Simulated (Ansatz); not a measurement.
Basis sets compared for `[Ag][S]CCCCc1ccc(/N=N/c2ccccc2)cc1`. The state is a singlet with charge 0. Geometry r2SCAN-D4/def2-SVP. Ansatz on 2 threads of AMD EPYC 7R13 on a shared host and a share (18 GiB) of an NVIDIA H100 80GB HBM3; times are rough, and most runs start from earlier orbitals.

```xyz
37

Ag    6.5721   -0.0764   -0.0093
S     5.7317   -2.1756   -0.5547
C     4.7384   -2.5894    0.9268
C     3.7844   -1.4990    1.3963
C     2.8979   -1.9397    2.5584
C     2.0149   -0.8113    3.1176
C     1.0419   -0.2596    2.1091
C     1.2742    0.9633    1.4609
C     0.3821    1.4458    0.5044
C    -0.7669    0.7105    0.1722
N    -1.6060    1.2868   -0.7981
N    -2.6385    0.6193   -1.0741
C    -3.4802    1.1984   -2.0440
C    -4.6278    0.4568   -2.3723
C    -5.5293    0.9412   -3.3205
C    -5.2881    2.1681   -3.9467
C    -4.1425    2.9104   -3.6202
C    -3.2385    2.4348   -2.6756
C    -1.0114   -0.5209    0.8140
C    -0.1145   -0.9902    1.7644
H     4.1611   -3.4820    0.6238
H     5.4016   -2.9054    1.7501
H     3.1663   -1.1653    0.5449
H     4.3844   -0.6152    1.7016
H     3.5259   -2.3338    3.3780
H     2.2552   -2.7783    2.2325
H     1.4573   -1.1959    3.9891
H     2.6612    0.0031    3.4883
H     2.1677    1.5431    1.7145
H     0.5469    2.3978   -0.0073
H    -4.7836   -0.4969   -1.8611
H    -6.4222    0.3621   -3.5727
H    -5.9928    2.5515   -4.6903
H    -3.9603    3.8708   -4.1122
H    -2.3404    2.9927   -2.4027
H    -1.9129   -1.0770    0.5486
H    -0.3094   -1.9448    2.2661
```

In the def2 sets Ag takes a core potential; there is no spin–orbit coupling. Single mean-field runs in def2-TZVP are fitted with def2-universal-jkfit. The restricted singlet is unstable towards broken spin symmetry in Hartree–Fock (as tested in another run); at PBE-D4/def2-TZVP, PBE0-D4/def2-SVP, PBE0-D4/def2-TZVP this wasn't settled.

Binding counts from free atoms (Ag doublet, S triplet, C triplet, N quartet, H doublet) in the same basis, without a counterpoise term.

```
           level  functions  energy (Eh)  HOMO (eV)  LUMO (eV)  binding per atom (eV)  wall time
 PBE-D4/def2-SVP        386   -1272.8868      -4.77      -3.29                   4.94        8 s
PBE0-D4/def2-SVP        386   -1272.9647      -5.78      -2.53                   4.83        8 s
```

(1) Estimate the rows for PBE-D4/def2-TZVP, PBE0-D4/def2-TZVP (with forces).

## Answers

(1) 
```
                          level  functions  energy (Eh)  HOMO (eV)  LUMO (eV)  binding per atom (eV)  wall time
               PBE-D4/def2-TZVP        737   -1273.8358      -4.86      -3.38                   4.87        9 s
PBE0-D4/def2-TZVP (with forces)        737   -1273.9019      -5.86      -2.59                   4.76      7.5 s
```
